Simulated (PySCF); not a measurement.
C3H8N, SMILES [CH2]C(C)N, multiplicity 2. Coordinates come from a PBE0-D3(BJ)/def2-SVP optimisation. The isomer is the one that the SMILES or the coordinates give; other isomers of the formula were not compared. Other conformers were not sampled.

Calculation: PySCF with PBE0-D3(BJ)/def2-SVP.

Harmonic wavenumbers (cm⁻¹): 175, 259, 293, 335, 393, 452, 570, 852, 889, 908, 964, 1039, 1133, 1170, 1247, 1345, 1368, 1409, 1436, 1459, 1469, 1633, 3049, 3058, 3142, 3144, 3170, 3263, 3510, 3597. Rotational constants (GHz): 8.785, 8.124, 4.909; symmetry number 1.

Problem. Work out the zero-point energy and the ideal-gas rigid-rotor harmonic-oscillator thermochemistry at 298.15 K and 1 atm.

Solution. ZPE = ½ Σ hcν = ½ × 46730 cm⁻¹ = 66.80 kcal/mol. H − E(el) = 71.05 kcal/mol. Entropy in cal/(mol K): translation 38.10, rotation 24.33, vibration 9.91, spin 1.38, total 73.72. G − E(el) = 49.07 kcal/mol. Cp = 22.44 cal/(mol K).
